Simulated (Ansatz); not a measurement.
`O[SiH2]CBS`, charge 0, multiplicity 1.

(1) Give a relaxed structure at PBE0-D4/def2-TZVP (Ansatz 0.2.0). (An estimate is asked.)

Results:

(1) Computed: 
```xyz
12

O     2.274   -0.083    0.432
Si    0.839   -0.189    1.236
C    -0.547   -0.844    0.145
B    -0.779    0.093   -1.060
S    -2.095    1.301   -1.010
H     2.336    0.532   -0.300
H     0.428    1.134    1.782
H     1.090   -1.136    2.349
H    -1.416   -0.951    0.804
H    -0.212   -1.837   -0.174
H    -0.061    0.080   -2.017
H    -1.857    1.903   -2.186
```
This is one stationary point; other conformers may exist.
